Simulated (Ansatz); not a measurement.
Question: Predict a relaxed structure of V2N2, charge 0, singlet, at PBE-D4/def2-SVP (Ansatz).

Answer: 
```
atom   x (Å)   y (Å)   z (Å)
  V1   0.980   0.030   0.691
  V2   0.386  -0.221  -1.114
  N3  -0.621   0.803   0.092
  N4  -0.745  -0.612   0.331
```
Point group C2v (tolerance 0.1 Å). This is one stationary point.

The structure comes from a short search, and lower isomers may exist.
